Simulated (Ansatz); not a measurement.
# What each rung costs, and what it gives

The pair of F⁻ (SMILES [F-], atom 1) and SbH₃ (SMILES [SbH3], atoms 2–5), both closed shells, in one local arrangement (a lower one may exist), relaxed at PBE0-D4/def2-TZVPD:

```csv
atom,x (Å),y (Å),z (Å)
F1,0.5550,1.3948,-1.4537
Sb2,-0.5591,0.2023,0.0025
H3,0.7785,0.5813,1.0079
H4,0.1603,-1.1041,-0.8456
H5,-0.9348,-1.0743,1.2889
```

Interaction energies are counterpoise-corrected; the time is that of the whole pair.

Computed with Ansatz 0.2.0 (basis: as named in each row); correlated methods freeze the cores. Filled d shells of the heavier atoms are correlated. Core potentials replace the inner electrons of the atoms past krypton. The def2 sets are not built for correlating such inner shells, so the correlated values are less sure here. B3LYP uses VWN-RPA correlation. Extrapolation: Hartree–Fock as exp(−7.88 √X), correlation as X^−2.97.

Times are rough, for one single point on 2 threads of a shared host (Arm Neoverse V1).

The estimate by CCSD(T) at an estimated basis limit (MP2 extrapolated from triple and quadruple zeta, plus CCSD(T) − MP2 in triple zeta) is -35.65 kcal/mol.

| method | basis | time (s) | interaction energy (kcal/mol) | method less estimate |
| --- | --- | --- | --- | --- |
| SPW92 | def2-SVP | under 1 | -45.10 | -9.45 |
| PBE-D4 | def2-SVP | under 1 | -40.13 | -4.48 |
| PBE0-D4 | def2-SVP | under 1 | -42.03 | -6.38 |
| CCSD(T) | def2-SVP | 1 | -34.76 | 0.89 |
| revPBE-D4 | def2-TZVPPD | 1 | -33.68 | 1.97 |
| BLYP-D4 | def2-TZVPPD | 1 | -32.20 | 3.45 |
| PBE0-D4 | def2-TZVPPD | 2 | -36.68 | -1.02 |
| B3LYP-D4 | def2-TZVPPD | 2 | -34.35 | 1.30 |
| PBE-D4 | def2-TZVPPD | 2 | -34.79 | 0.86 |
| HSE06-D4 | def2-TZVPPD | 2 | -36.68 | -1.03 |
| r2SCAN-D4 | def2-TZVPPD | 2 | -37.40 | -1.75 |
| B2PLYP | def2-TZVPPD | 3 | -32.76 | 2.89 |
| wB97M-V | def2-SVP | 3 | -40.59 | -4.94 |
| B97M-V | def2-TZVPPD | 5 | -39.67 | -4.01 |
| wB97X-V | def2-TZVPPD | 5 | -35.74 | -0.09 |
| MP2 | def2-QZVPPD | 6 | -34.27 | 1.38 |
| wB97M-V | def2-TZVPPD | 6 | -35.84 | -0.19 |
| CCSD(T) | def2-TZVPPD | 30 | -32.48 | 3.17 |

The T1 diagnostic stays at or below 0.023.
